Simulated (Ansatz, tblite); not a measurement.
Species of one formula, B4H4S (singlet), each relaxed with r2SCAN-D4/def2-SVP in Ansatz.

The xTB rows come from tblite. LC-ωPBE has ω = 0.4 bohr⁻¹. Correlated methods freeze 9 core orbitals.

Run but left out: HF/def2-TZVP, HF/def2-TZVPP (A: restricted singlet, unstable towards broken spin symmetry).

A: At MP2/def2-TZVP, CCSD(T)/def2-TZVPP the restricted singlet (for correlated methods, its reference) is unstable: a solution with broken spin symmetry lies lower.

Other spin states weren't relaxed.

A: closo-2-SB4 (no H on S) (B₄H₄S)

B: closo-1-SB4 (no H on S) (B₄H₄S)

Task: Estimate their order by electronic energy at PBE0-D4/def2-TZVP, counted from the lowest.

Result: B (0.00) < A (1.11), in eV.

Task: Do the other levels pick the same lowest one?

Result: All that were run do. Energies above each level's lowest (eV):

```csv
level,A,B
GFN1-xTB,0.87,0.00
GFN2-xTB,0.68,0.00
LDA (SPW92)/def2-TZVP,0.97,0.00
PBE-D4/def2-SVP,1.07,0.00
PBE-D4/def2-TZVP,1.01,0.00
r2SCAN-D4/def2-TZVP,1.06,0.00
PBE0-D4/def2-SVP,1.18,0.00
PBE0-D4/def2-TZVP,1.11,0.00
LC-ωPBE/def2-TZVP,1.24,0.00
MP2/def2-TZVP,1.07,0.00
MP2/def2-TZVPP,1.08,0.00
CCSD/def2-TZVPP,1.26,0.00
CCSD(T)/def2-TZVPP,1.19,0.00
```
Point groups (tolerance 0.1 Å): A not assigned, B C3v.
